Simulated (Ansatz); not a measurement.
`ClC[SiH2][SnH3]` → `Cl[CH2][SnH3]` + `[SiH2]` at 500 K and 1 bar (silylene formation by 1,1-elimination).

Isolated molecules relaxed with PBE0-D4/def2-TZVP in Ansatz; ΔE leaves out vibrations. CBS: MP2 limit from def2 TZ/QZ plus the TZ coupled-cluster correction, frozen cores. This one scheme is used for every species. Elements past krypton have def2 core potentials. For Sn outer-core shells are correlated without core-valence functions, which leaves a few kJ/mol of doubt a bond. Each species was taken in one conformer, which may not be the lowest.

```tsv
species	CCSD(T)/CBS energy (Eh)	H − E (kJ/mol)	S (J/(mol·K))
`ClC[SiH2][SnH3]`	-1005.12998	225.3	459.1
`Cl[CH2][SnH3]`	-714.83276	163.5	378.8
`[SiH2]`	-290.19011	48.0	226.5
```

H − E and S are ideal-gas, rigid-rotor, harmonic terms from PBE0-D4/def2-TZVP, for one conformer and one mirror image of each species. 1 Eh = 2625.50 kJ/mol, R = 8.31446 J/(mol·K).

Question: By hand: ΔE, ΔH, ΔS and ΔG.

Answer: ΔE = (-714.83276) + (-290.19011) − (-1005.12998) = 0.10711 Eh = 281.2 kJ/mol. Δ(H − E) = 163.5 + 48.0 − 225.3 = -13.8, so ΔH = 267.4 kJ/mol. ΔS = 378.8 + 226.5 − 459.1 = 146.2 J/(mol·K). ΔG = 267.4 − 500 × (146.2)/1000 = 194.3 kJ/mol.

Question: By hand: the equilibrium constant, and the temperature at which ΔG would vanish if ΔH and ΔS stayed fixed.

Answer: log₁₀ K = −ΔG/(RT ln 10) = -20.3. ΔG = 0 at ΔH/ΔS = 1829 K.

The number of gas molecules changes by +1, which sets the sign of ΔS. A doubt of 5 kJ/mol in ΔE shifts log₁₀ K by 0.5 here. Other conformers and mirror images would add mixing entropy, several J/(mol·K) or more a flexible species. Modes under 60 cm⁻¹, often nearly free rotors, make the harmonic entropy too high. These are equilibria of isolated gas molecules and say nothing of rates. Largest T1 diagnostic: 0.014 (customary marks: 0.02 for closed shells, 0.045 for open ones).
